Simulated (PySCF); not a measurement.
**SMILES C=N/N=C\C(C)C, C5H10N2**

Molfile (atoms numbered from 1):
```
C5H10N2
     RDKit          3D

 17 16  0  0  0  0  0  0  0  0999 V2000
    3.0663   -0.2409   -0.4592 C   0  0  0  0  0  0  0  0  0  0  0  0
    2.3904   -0.0777    0.5941 N   0  0  0  0  0  0  0  0  0  0  0  0
    1.4755   -0.8074    1.1071 N   0  0  0  0  0  0  0  0  0  0  0  0
    0.2182   -0.7019    1.1093 C   0  0  0  0  0  0  0  0  0  0  0  0
   -0.6042    0.2591    0.2951 C   0  0  0  0  0  0  0  0  0  0  0  0
   -1.5318   -0.5190   -0.6398 C   0  0  0  0  0  0  0  0  0  0  0  0
   -1.4128    1.1619    1.2282 C   0  0  0  0  0  0  0  0  0  0  0  0
    2.8548   -0.9989   -1.2106 H   0  0  0  0  0  0  0  0  0  0  0  0
    3.9076    0.4130   -0.6157 H   0  0  0  0  0  0  0  0  0  0  0  0
   -0.3129   -1.3737    1.7708 H   0  0  0  0  0  0  0  0  0  0  0  0
    0.0749    0.8779   -0.3031 H   0  0  0  0  0  0  0  0  0  0  0  0
   -2.1250    0.1674   -1.2401 H   0  0  0  0  0  0  0  0  0  0  0  0
   -0.9570   -1.1558   -1.3091 H   0  0  0  0  0  0  0  0  0  0  0  0
   -2.2078   -1.1470   -0.0634 H   0  0  0  0  0  0  0  0  0  0  0  0
   -0.7518    1.7239    1.8842 H   0  0  0  0  0  0  0  0  0  0  0  0
   -2.0069    1.8654    0.6491 H   0  0  0  0  0  0  0  0  0  0  0  0
   -2.0844    0.5658    1.8427 H   0  0  0  0  0  0  0  0  0  0  0  0
  1  2  2  0
  2  3  1  0
  3  4  2  0
  4  5  1  0
  5  6  1  0
  5  7  1  0
  1  8  1  0
  1  9  1  0
  4 10  1  0
  5 11  1  0
  6 12  1  0
  6 13  1  0
  6 14  1  0
  7 15  1  0
  7 16  1  0
  7 17  1  0
M  END
```

Computed with GIAO B97-2/pcSseg-1 magnetisability, rotational g tensor and spin-rotation constants, non-relativistic, gas phase (PySCF). Geometry: GFN2-xTB.

(1) How diamagnetic is it, and how anisotropic?

(2) Split it along the inertial axes a, b, c into diamagnetic and paramagnetic parts about the centre of mass, with the quadrupole moment.

(3) And the rotational g tensor?

Answers

(1) Isotropic -1026 × 10⁻³⁰ J/T², or -61.8 × 10⁻⁶ cm³/mol; principal values -1112, -1067, -899 × 10⁻³⁰ J/T², anisotropy 194 × 10⁻³⁰ J/T² (root of half the summed squared differences of the principal values). The susceptibility is in cgs units.

(2) 
```tsv
axis	χ (10⁻⁶ cm³/mol)	diamagnetic (10⁻⁶ cm³/mol)	paramagnetic (10⁻⁶ cm³/mol)	summed x² of all electrons (Å²)	quadrupole Θ (D Å)
a	-58.8	-352.8	293.9	187.3	+2.26
b	-65.0	-936.9	871.9	49.7	-1.43
c	-61.6	-1005.6	944.0	33.5	-0.83
```
Anisotropies 2χaa − χbb − χcc = +8.9 and 2χbb − χaa − χcc = -9.6 × 10⁻⁶ cm³/mol. Θ is traceless in Buckingham's convention.

(3) 
```csv
axis,rotational constant (GHz),g,nuclear part,electronic part
a,5.0099,-0.0460,0.6458,-0.6918
b,1.4632,-0.0077,0.5916,-0.5993
c,1.3632,-0.0096,0.5950,-0.6046
```
Asymmetric top; isotopes 12C, 1H, 14N; no vibrational averaging.
